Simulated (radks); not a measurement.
Results of a calculation; reference values are marked as such.
All-electron atom: Cr I in [Ar] 3d5 4s1.

Code: a radial shooting solver on a logarithmic mesh with Libxc functionals. Model: non-relativistic Kohn-Sham, Slater X-alpha with alpha = 0.678, spin-polarised, spherical densities, point nucleus; open shells are filled with parallel spins first.

Energy parts (eV):
total: -28327.855
kinetic: 28327.855
electron-nucleus: -67459.190
Hartree: 12035.037
exchange: -1231.556

Orbitals (lengths in bohr, moments of r in powers of bohr):
| orbital | occ. | eigenvalue (eV) | <1/r> |
|---|---|---|---|
| 1s up | 1 | -5819.702 | 23.48 |
| 1s down | 1 | -5819.690 | 23.48 |
| 2s up | 1 | -655.0781 | 4.963 |
| 2s down | 1 | -653.1343 | 4.973 |
| 2p up | 3 | -557.2522 | 4.917 |
| 2p down | 3 | -555.7693 | 4.925 |
| 3s up | 1 | -72.2329 | 1.548 |
| 3s down | 1 | -67.2581 | 1.546 |
| 3p up | 3 | -45.1594 | 1.421 |
| 3p down | 3 | -40.1924 | 1.419 |
| 4s up | 1 | -4.1685 | 0.3860 |
| 3d up | 5 | -3.3906 | 0.9747 |
| 4s down | 0 | -0.2667 | 0.2615 |

The highest occupied level is 3d up at -3.391 eV. Summed over all electrons, <r^2> = 38.20 bohr^2, which gives a Langevin (diamagnetic) susceptibility term of -30.3 x 10^-6 cm^3/mol. For comparison, the ionisation energy in NIST's Atomic Spectra Database is 6.767 eV (measured). In exact Kohn-Sham theory the highest level is minus the ionisation energy, but local and semilocal functionals leave it too shallow, through self-interaction and a potential that decays too fast; potentials with the right tail come closer. The spin density at the nucleus is 2.139 e/bohr^3 (1s -0.006, 2s -1.460, 3s 0.269, 4s 3.335), a Fermi contact field of 112 T. The density falls to 0.001 e/bohr^3 at r = 4.44 bohr.
